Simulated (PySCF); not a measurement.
**Energy of Tc⁺ (technetium, charge +1) between two integer charges**

The 5s alpha orbital of [Kr] 4d5 5s1 is emptied in steps (occupation f), with all orbitals relaxed, ending at [Kr] 4d5. All numbers are calculated (PySCF 2.14, a scalar-relativistic core potential, in aug-cc-pVTZ-PP with ECP28MDF). The exact energy is a straight line in f; departures are measured from the line between the end points of the same method.

```json
{"f": "1", "UHF (eV)": "0.000", "LDA (eV)": "0.000", "PBE (eV)": "0.000"}
{"f": "0.9", "UHF (eV)": "0.018", "LDA (eV)": "-0.313", "PBE (eV)": "-0.311"}
{"f": "0.7", "UHF (eV)": "0.041", "LDA (eV)": "-0.732", "PBE (eV)": "-0.730"}
{"f": "0.5", "UHF (eV)": "0.047", "LDA (eV)": "-0.873", "PBE (eV)": "-0.873"}
{"f": "0.3", "UHF (eV)": "0.039", "LDA (eV)": "-0.734", "PBE (eV)": "-0.737"}
{"f": "0.1", "UHF (eV)": "0.016", "LDA (eV)": "-0.314", "PBE (eV)": "-0.317"}
{"f": "0", "UHF (eV)": "0.000", "LDA (eV)": "0.000", "PBE (eV)": "0.000"}
```

```
method  E(f=0) − E(f=1) (eV)  −ε at f=1 (eV)  −ε at f=0.5 (eV)
   UHF                14.240          14.439            14.236
   LDA                15.971          12.499            15.966
   PBE                15.674          12.223            15.653
```

Orbital energy along the path (eV):

```csv
f,UHF,LDA,PBE
1,-14.439,-12.499,-12.223
0.9,-14.396,-13.185,-12.900
0.7,-14.314,-14.569,-14.266
0.5,-14.236,-15.966,-15.653
0.3,-14.163,-17.368,-17.059
0.1,-14.093,-18.768,-18.486
0,-14.060,-19.462,-19.206
```

Reference removal energy between the ground levels: 15.26 eV (semi-empirical (NIST evaluation); NIST Atomic Spectra Database, ionization energies). UHF lacks correlation.
